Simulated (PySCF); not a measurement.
NMR data simulated for an unnamed compound:

¹H NMR (300 MHz, computed): δ 5.41 (m, 1H), 5.17 (m, 1H), 5.11 (m, 1H), 5.06 (m, 1H), 1.34 (d, 3H).

¹³C{¹H} NMR (computed): δ 157.7 (C), 130.4 (C), 110.1 (CH), 84.3 (CH), 77.8 (CH2), 23.0 (CH3).

Calculated, not measured (PySCF 2.14): coordinates at the GFN2-xTB level, σ from GIAO-PBE0/pcSseg-1. Isolated molecule, relativity neglected, one averaged value for each set of equivalent atoms, one conformer.

Scale: ¹H, ¹³C vs TMS (reference shieldings calculated alike).

Q: Which of these does the molecule contain: a non-aromatic C=C double bond, an ester, a C≡C triple bond, a CF3 group, a carboxylic acid?

A: 
- A non-aromatic C=C double bond: yes.
- An ester: no.
- A C≡C triple bond: no.
- A CF3 group: yes (δC 130.4).
- A carboxylic acid: no.

The data belong to `C[C@H]1OCC=C1OC(F)(F)F`, C6H7F3O2; they needn't prove each group on their own.

Carbon signals by region: 3 in the sp2 and nitrile region (100–160 ppm), 2 at 50–100 ppm, 1 below 50 ppm.

Splittings by ¹⁹F in the carbon and heteronuclear signals aren't shown, as no couplings were computed. Shifts are as computed. Against solution values, carbons near 30 ppm lie about +3 ppm off and those near 130 ppm about +5 ppm. Of 1211 compounds with measured shifts, 218 miss one by over three times the rms of a fit or turn the order of signals round; such compounds aren't used in these exercises. Multiplicities follow the n + 1 count of equivalent neighbours, as no J values were calculated; m marks all less simple cases, F and P coupling included.
